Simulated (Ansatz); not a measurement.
Consider the formal exchange of groups at a B–S bond: `FCCBS` + `C=N` → `N=CBCCF` + H₂S.

Program: Ansatz. Geometries: PBE0-D4/def2-TZVP. ΔE: electronic, gas phase. CCSD(T)/CBS adds triple-zeta CCSD(T) − MP2 to the extrapolated MP2 energy (def2 sets, frozen cores). This one scheme is used for every species. Functionals use def2-TZVPP. One conformer a species, not always the lowest.

| level | ΔE (kJ/mol) | difference from CCSD(T)/CBS |
| --- | --- | --- |
| PBE0-D4 | 93.3 | 3.7 |
| ωB97X-V | 88.5 | -1.1 |
| ωB97M-V | 88.5 | -1.1 |
| r2SCAN | 94.6 | 5.0 |
| MP2/def2-TZVPP | 94.1 | 4.5 |
| SCS-MP2/def2-TZVPP | 91.0 | 1.4 |
| CCSD/def2-TZVPP | 88.5 | -1.1 |
| CCSD(T)/def2-TZVPP | 90.0 | 0.4 |
| HF/def2-QZVPP | 85.3 | -4.3 |
| SCS-MP2/def2-QZVPP | 90.6 | 1.0 |
| CCSD(T)/CBS | 89.6 | 0 |

Largest T1 diagnostic among the species: 0.013.

In def2-TZVPP, CCSD(T) changes the Hartree–Fock value by +4.0 kJ/mol (the triples alone add +1.5 kJ/mol) and MP2 by +8.1 kJ/mol.
